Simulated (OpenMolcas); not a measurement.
**What dynamic correlation does to the levels of Co⁷⁺**

| Property | Result |
| --- | --- |
| Program | OpenMolcas 26.06 |
| Basis | ANO-RCC-VTZP [6s5p3d2f1g] |
| Scalar Hamiltonian | DKH2, point nucleus |
| Active space | 2 electrons in 5 orbitals (3d) |
| State averaging | 2S+1 = 3 even, 10 roots; 2S+1 = 1 even, 15 roots |
| Spin-orbit coupling | RASSI with atomic mean-field integrals over the reference wave functions, term energies averaged over their components |

Methods on the same reference wave functions:
A. CASSCF
B. SS-CASPT2, IPEA 0.25 Eh, imaginary shift 0.1 Eh (closed shells correlated: 3s 3p)
C. XMS-CASPT2, IPEA 0.25 Eh, imaginary shift 0.1 Eh (closed shells correlated: 3s 3p)

Energies in cm⁻¹ above 3d² ³F₂, the measured ground level; measured values from Sugar and Corliss, J. Phys. Chem. Ref. Data 10, 1097 (1981).

```tsv
Level	A	B	C	Measured
3d² ³F₂	0.0	0.0	0.0	0.0
3d² ³F₃	1369	1382	1380	1430
3d² ³F₄	3070	3080	3080	3144
3d² ¹D₂	23126	19660	20240	19624
3d² ³P₀	26484	22910	23090	22304
3d² ³P₁	26991	23420	23600	22839
3d² ³P₂	28180	24620	24830	24055
3d² ¹G₄	35303	32870	33180	32360
3d² ¹S₀	84805	76930	77680	74247
```

Deviations, from unrounded energies. A percentage is the sum of absolute deviations over the sum of measured energies, with the sign that they share, or ± where signs differ.

```csv
Against measurement,Levels,A,B,C
mean absolute deviation (cm-1),8,3700,640,910
fine structure of the ground term (%),2,-2.9,-2.4,-2.5
other terms of the ground configuration (%),6,+15.1,+2.5,+3.7
```

B lies closest to measurement on these levels and A furthest from it. The largest miss of B in the table is 3d² ¹S₀, by +2700 cm-1. The ranking rests on the paired levels alone, and a cruder setting can come out closer through cancelling errors.

Between B and C the level of the table that moves most is 3d² ¹S₀, by 760 cm-1 (lowest in B, highest in C). Moves below CASPT2's spread within the term are not significant.

The mean deviations of B to C differ by less than CASPT2's widest spread within a term (940 cm-1), so their order carries little weight.

From A to B the spin-free energies of the other terms of 3d² shown, above ³F, scale by factors of 0.84 to 0.93, as is usual when dynamic correlation screens the repulsion within a d or f shell.

The lowest spin-free term lies below A's lowest term by 0.261 hartree in B, 0.265 hartree in C.

CASPT2 does not keep the components of a term degenerate, so their means are used; among the terms shown or strongly mixed into the levels shown the widest spread is 940 cm-1 (3d² ³F, C). Without dynamic correlation excited terms often stand tens of per cent too high (terms of higher spin than the ground term too low), and those without a measured partner can miss by more than the paired ones (holds for A). Computed and measured levels are paired by configuration, term and J; levels that our copy of the source lacks, or whose pairing is in doubt (as where it misses far off the trend of its configuration), stay unpaired and out of the deviations. Only configurations of the active space appear.
